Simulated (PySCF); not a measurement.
Compound: C₇H₉O₂ (charge -1).
SMILES with atom numbers: `[CH2:1]=[C:2]1[CH2:3][CH2:4][CH2:5][C@H:6]1[C:7](=[O:8])[O-:9]` (hydrogens: H10, H11 on C1; H12, H13 on C3; H14, H15 on C4; H16, H17 on C5; H18 on C6)

The geometry is computed with GFN2-xTB (gas phase).

Q: What internal coordinates does the optimisation give?

A: 
```json
{"bond": "C1=C2", "length (bohr)": "2.509"}
{"bond": "C2–C3", "length (bohr)": "2.846"}
{"bond": "C3–C4", "length (bohr)": "2.885"}
{"bond": "C4–C5", "length (bohr)": "2.893"}
{"bond": "C5–C6", "length (bohr)": "2.891"}
{"bond": "C6–C7", "length (bohr)": "3.096"}
{"bond": "C7=O8", "length (bohr)": "2.322"}
{"bond": "C7–O9", "length (bohr)": "2.325"}
{"bond": "C2–C6", "length (bohr)": "2.799"}
{"bond": "C1–H10", "length (bohr)": "2.042"}
{"bond": "C1–H11", "length (bohr)": "2.034"}
{"bond": "C3–H12", "length (bohr)": "2.067"}
{"bond": "C3–H13", "length (bohr)": "2.065"}
{"bond": "C4–H14", "length (bohr)": "2.070"}
{"bond": "C4–H15", "length (bohr)": "2.066"}
{"bond": "C5–H16", "length (bohr)": "2.069"}
{"bond": "C5–H17", "length (bohr)": "2.065"}
{"bond": "C6–H18", "length (bohr)": "2.062"}
```

A selection of angles:
```json
{"angle": "C1–C2–C3", "degrees": "125.0"}
{"angle": "C1–C2–C6", "degrees": "127.0"}
{"angle": "C3–C2–C6", "degrees": "108.0"}
{"angle": "C2–C3–C4", "degrees": "102.7"}
{"angle": "C3–C4–C5", "degrees": "102.9"}
{"angle": "C4–C5–C6", "degrees": "105.8"}
{"angle": "C5–C6–C7", "degrees": "111.4"}
{"angle": "C2–C6–C5", "degrees": "105.9"}
{"angle": "C2–C6–C7", "degrees": "107.6"}
{"angle": "C6–C7–O8", "degrees": "113.9"}
{"angle": "C6–C7–O9", "degrees": "115.2"}
{"angle": "O8–C7–O9", "degrees": "130.9"}
```

Dihedral angles: C1–C2–C3–C4 -147° (anticlinal); C2–C3–C4–C5 -38° (synclinal); C3–C4–C5–C6 30°; C4–C5–C6–C7 -127° (anticlinal); C5–C6–C7–O8 -157° (antiperiplanar); C1–C2–C6–C5 166° (antiperiplanar).

Of the pairs four or more bonds apart, O9···H16 is among the closest relative to their van der Waals radii: 2.18 Å, 80 % of the sum of Bondi's values. C1 (terminal =CH2 carbon) is planar (angles 121.9°, 121.3° and 116.8°, sum 359.9°, 0.02 Å off the plane of its three neighbours). The C–C distances run from 1.328 Å (C1=C2, drawn double) to 1.638 Å (C6–C7, drawn single), a spread of 0.310 Å. C7 (carboxylate carbon) is planar (angles 130.9°, 115.2° and 113.9°, sum 360.0°, 0.00 Å off the plane of its three neighbours). The 5-membered ring C2–C3–C4–C5–C6 has internal angles of 102.7° to 108.0°; it is puckered, 0.17 Å rms from its mean plane, widest ring torsion 38°. C2 (fully substituted alkene carbon) is planar (angles 127.0°, 125.0° and 108.0°, sum 360.0°, 0.00 Å off the plane of its three neighbours).

Point group: C1 (no symmetry element, even within 0.4 Å). Stationary, but not proved a minimum.

One conformer stands for the species.
